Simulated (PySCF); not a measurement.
## Radial density of Au⁵⁷⁺ (gold, charge +57)

revPBE, [Ar] 3d4, high-spin 5D determinant. All numbers are calculated (PySCF 2.14, the spin-free X2C one-electron Hamiltonian (Gaussian nucleus), in an even-tempered Gaussian basis (17 s from 15 bohr⁻², ratio 2.5; 13 p from 20 bohr⁻², ratio 2.5; 7 d from 20 bohr⁻², ratio 2.5; 4 f from 72 bohr⁻², ratio 2.7; 3 g from 110 bohr⁻², ratio 2.7)).

```tsv
r (bohr)	4πr²ρ (e/bohr)	4πr²(ρα − ρβ)
0.0139	107.3	0.0105
0.0234	95.80	0.1837
0.0393	129.8	1.7585
0.0661	119.5	10.1241
0.111	76.22	26.3219
0.187	71.68	18.7490
0.315	6.662	1.5284
0.529	0.02332	0.0066
```

Densities and radii are taken from the X2C orbitals without a picture-change correction, which distorts them close to the nucleus.

Spin-orbit coupling is strong in this species (close to jj coupling), so the high-spin LS determinant is a model state, not a physical level.
